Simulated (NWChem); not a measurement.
ZrF3, doublet; SMILES [F][Zr]([F])[F]

```xyz
4

Zr     0.0000     0.0000     0.0000
F     -0.1911     1.8934     0.0000
F      1.7353    -0.7812     0.0000
F     -1.5442    -1.1122     0.0000
```
Atoms are numbered in this order, from 1.

Level: PBE0/def2-SVP with def2 effective core potentials on Zr, spin-unrestricted (NWChem), optimised geometry, unscaled harmonic frequencies. In the optimisation the excess spin sits in a' (C3h, its own frame). This spin state was assumed; another may lie lower. def2 effective core potentials on Zr; no spin-orbit coupling.

Q: List the harmonic frequencies with IR intensities, and the thermochemistry.

A: 
| frequency (cm⁻¹) | IR intensity (km/mol) |
|---|---|
| 79 | 13.2 |
| 160 | 12.8 |
| 160 | 12.8 |
| 658 | 0.0 |
| 707 | 184.0 |
| 707 | 184.0 |

- zero-point energy = 3.5 kcal/mol
- thermal correction to the enthalpy at 298.15 K (with zero-point energy) = 7.4 kcal/mol
- heat capacity Cv = 14.2 cal/(mol K)

Rigid rotor and harmonic oscillator; modes under 100 cm⁻¹ make the entropy uncertain.
